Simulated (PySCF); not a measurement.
Input file for PySCF: R-HF/3-21G on CH6N2Si (a complex), monomers drawn apart or pushed together.

```python
from pyscf import gto, scf, dft, mp
from pyscf.data.elements import chemcore

mol = gto.M(
    atom='''
    N     1.20011498   -0.04338340    0.93901748
    N     0.82041372    0.05478646   -0.07873401
    C    -0.07024917   -0.20636097    7.40595998
    Si   -1.74106242    0.11166204    6.61676747
    H     0.70810629   -0.27933200    6.64518500
    H    -0.08022984   -1.13869575    7.97348536
    H     0.19632203    0.60188365    8.08942069
    H    -1.72594999    1.37895368    5.84605241
    H    -2.79846924    0.21161545    7.65271861
    H    -2.10298139   -0.98850110    5.68998864
    ''',
    basis='3-21g',
    charge=0, spin=0, verbose=3, max_memory=1800)
mf = scf.RHF(mol)
mf.conv_tol = 1e-8
mf.max_cycle = 100
mf.kernel()
if not mf.converged:
    mf = mf.newton().run(mf.mo_coeff, mf.mo_occ)
```

The log:

```
converged SCF energy = -436.826170391972
```

The run converged.

Cost: very roughly 0.4 core-seconds.
